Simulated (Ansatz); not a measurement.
Mulliken charges of C$_{2}$H$_{3}$ClIInO, SMILES `C=[C](I)[In]([OH])[Cl]` from r2SCAN/def2-TZVPP in Ansatz (PBE0-D4/def2-TZVP geometry).

| atom | x (Å) | y (Å) | z (Å) | charge (e) |
| --- | --- | --- | --- | --- |
| C1 | 0.764 | -1.573 | -0.759 | -0.128 |
| C2 | 0.603 | -0.615 | 0.144 | -0.185 |
| I3 | 1.774 | -0.579 | 1.886 | -0.035 |
| In4 | -0.823 | 0.941 | -0.078 | 0.835 |
| O5 | -1.186 | 2.427 | 1.159 | -0.497 |
| Cl6 | -2.150 | 0.961 | -1.979 | -0.387 |
| H7 | 1.491 | -2.373 | -0.653 | 0.095 |
| H8 | 0.151 | -1.582 | -1.657 | 0.105 |
| H9 | -0.623 | 2.394 | 1.937 | 0.196 |

Task: By hand: the dipole of these point charges (1 e Å = 4.8032 D).

Result: Σ q r = (0.498, -0.379, 0.273) e Å, of length 0.683 e Å = 3.28 D.

Task: How does the dipole of the full density compare? (Estimate.)

Result: The calculation gave: (0.441, -0.384, 0.184) e Å, 2.94 D; the point charges give 1.12 times that, at 7° from its direction.

Point charges leave out the atoms' own dipoles, such as those of lone pairs, and Mulliken's split depends on the basis, so the close match here is no proof of good charges.
